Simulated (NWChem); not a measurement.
System: BNH$_{3}$OF; SMILES OB(F)N

Input file for NWChem:

```
start job
memory heap 200 mb stack 900 mb global 1100 mb
geometry units angstroms noautosym nocenter noautoz
  B     -0.006575    -0.020499     0.000000
  F      1.250051    -0.538248     0.000000
  O     -1.089678    -0.866088     0.000000
  H     -0.802157    -1.795029     0.000000
  N     -0.178463     1.378978     0.000000
  H     -1.097295     1.815684     0.000000
  H      0.606853     2.025087     0.000000
end
basis spherical
  * library def2-tzvp
end
dft
  xc b3lyp
  iterations 150
end
property
  efieldgrad
end
task dft property
```

Parts of the log:

```
             Northwest Computational Chemistry Package (NWChem) 7.3.0
             --------------------------------------------------------

                             Geometry "geometry" -> ""
                             -------------------------

 Output coordinates in angstroms (scale by  1.889725989 to convert to a.u.)

  No.       Tag          Charge          X              Y              Z
 ---- ---------------- ---------- -------------- -------------- --------------
    1 B                    5.0000    -0.00657500    -0.02049900     0.00000000
    2 F                    9.0000     1.25005100    -0.53824800     0.00000000
    3 O                    8.0000    -1.08967800    -0.86608800     0.00000000
    4 H                    1.0000    -0.80215700    -1.79502900     0.00000000
    5 N                    7.0000    -0.17846300     1.37897800     0.00000000
    6 H                    1.0000    -1.09729500     1.81568400     0.00000000
    7 H                    1.0000     0.60685300     2.02508700     0.00000000

 Effective nuclear repulsion energy (a.u.)     113.6224072400

                              NWChem Property Module
                              ----------------------

  itol2e modified to match energy
  convergence criterion.

                                 NWChem DFT Module
                                 -----------------

 Summary of "ao basis" -> "ao basis" (spherical)
 ------------------------------------------------------------------------------
       Tag                 Description            Shells   Functions and Types
 ---------------- ------------------------------  ------  ---------------------
 B                         def2-tzvp                11       31   5s3p2d1f
 F                         def2-tzvp                11       31   5s3p2d1f
 O                         def2-tzvp                11       31   5s3p2d1f
 H                         def2-tzvp                 4        6   3s1p
 N                         def2-tzvp                11       31   5s3p2d1f

  itol2e modified to match energy
  convergence criterion.

[...]

          -----------------------
          Electric field gradient
          -----------------------

 1 a.u. = 0.324123 10**(16) esu/cm**3  ( or statvolts/cm**2 ) = 0.97174 10**(22) v/m**2

 ------------------------------------------------------------
   Atom      X         Y         Z
 ------------------------------------------------------------
    1 B   -0.01242  -0.03874   0.00000
 ------------------------------------------------------------

 Electric field gradient in molecular frame (a.u.)
         XX             YY             ZZ             XY             XZ             YZ
 ------------------------------------------------------------------------------------------
        0.039148       0.224807      -0.263955       0.037211       0.000000      -0.000000

 Principal components (a.u.) and orientation
 of principal axis w.r.t. absolute frame                      Asymmetry parameter eta
 --------------------------------------------------------------------------------------
       -0.263955       0.231987       0.031968                       0.757780

       -0.000000       0.189470       0.981886
        0.000000       0.981886      -0.189470
        1.000000       0.000000       0.000000

 ------------------------------------------------------------
   Atom      X         Y         Z
 ------------------------------------------------------------
    2 F    2.36225  -1.01714   0.00000
 ------------------------------------------------------------

 Electric field gradient in molecular frame (a.u.)
         XX             YY             ZZ             XY             XZ             YZ
 ------------------------------------------------------------------------------------------
       -1.075593       0.635328       0.440265       0.879016       0.000000       0.000000

 Principal components (a.u.) and orientation
 of principal axis w.r.t. absolute frame                      Asymmetry parameter eta
 --------------------------------------------------------------------------------------
       -1.446705       1.006441       0.440265                       0.391355

        0.921260       0.388948      -0.000000
       -0.388948       0.921260      -0.000000
       -0.000000       0.000000       1.000000

 ------------------------------------------------------------
   Atom      X         Y         Z
 ------------------------------------------------------------
    3 O   -2.05919  -1.63667   0.00000
 ------------------------------------------------------------

 Electric field gradient in molecular frame (a.u.)
         XX             YY             ZZ             XY             XZ             YZ
 ------------------------------------------------------------------------------------------
        0.417303      -1.356703       0.939401      -0.050342      -0.000000      -0.000000

 Principal components (a.u.) and orientation
 of principal axis w.r.t. absolute frame                      Asymmetry parameter eta
 --------------------------------------------------------------------------------------
       -1.358131       0.939401       0.418730                       0.383373

        0.028343      -0.000000       0.999598
        0.999598       0.000000      -0.028343
        0.000000       1.000000       0.000000

 ------------------------------------------------------------
   Atom      X         Y         Z
 ------------------------------------------------------------
    4 H   -1.51586  -3.39211   0.00000
 ------------------------------------------------------------

[...]
```

Level: B3LYP/def2-TZVP. All runs use the structure optimised with PBE-D3(BJ)/def2-SVP. B3LYP is NWChem's, with the RPA form of VWN correlation. NWChem prints the field gradient with the sign opposite to the second derivative of the potential.
